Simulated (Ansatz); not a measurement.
C$_{4}$H$_{8}$F$_{2}$O (`FCCCOCF`), relaxed with RKS PBE0-D4/def2-TZVP in the Gaussian-basis code of Ansatz from a PBE-D4/def2-SVP geometry. The force threshold is 0.005 eV/Å; the program also tests the step.

The species carries charge 0 and has multiplicity 1.

Start:

```xyz
15

F    -0.539   -0.863    2.340
C     0.183    0.279    1.998
C     1.127   -0.029    0.847
C     0.402   -0.479   -0.412
O    -0.403    0.609   -0.881
C    -1.222    0.291   -1.939
F    -0.494    0.048   -3.097
H    -0.538    1.072    1.703
H     0.747    0.622    2.894
H     1.838   -0.825    1.154
H     1.730    0.878    0.623
H    -0.250   -1.355   -0.180
H     1.124   -0.786   -1.199
H    -1.881    1.168   -2.114
H    -1.825   -0.630   -1.738
```

| step | energy (eV) | largest force (eV/Å) | largest move (Å) |
| --- | --- | --- | --- |
| 1 | -11751.5469 | 0.599 | 0.000 |
| 2 | -11751.6048 | 0.195 | 0.027 |
| 3 | -11751.6106 | 0.051 | 0.013 |
| 4 | -11751.6108 | 0.023 | 0.005 |
| 5 | -11751.6109 | 0.010 | 0.009 |
| 6 | -11751.6110 | 0.010 | 0.007 |
| 7 | -11751.6110 | 0.007 | 0.013 |
| 8 | -11751.6110 | 0.005 | 0.013 |
| 9 | -11751.6110 | 0.004 | 0.005 |

End:

```xyz
15

F    -0.545   -0.847    2.323
C     0.174    0.286    1.969
C     1.123   -0.037    0.843
C     0.420   -0.473   -0.421
O    -0.363    0.613   -0.895
C    -1.221    0.291   -1.903
F    -0.540    0.036   -3.080
H    -0.546    1.053    1.671
H     0.716    0.624    2.856
H     1.806   -0.831    1.159
H     1.729    0.850    0.634
H    -0.232   -1.333   -0.220
H     1.149   -0.767   -1.183
H    -1.869    1.152   -2.075
H    -1.798   -0.617   -1.679
```

Run time 44 s (4 threads of an Arm Neoverse V2 on a shared host); peak host memory 0.82 GiB.
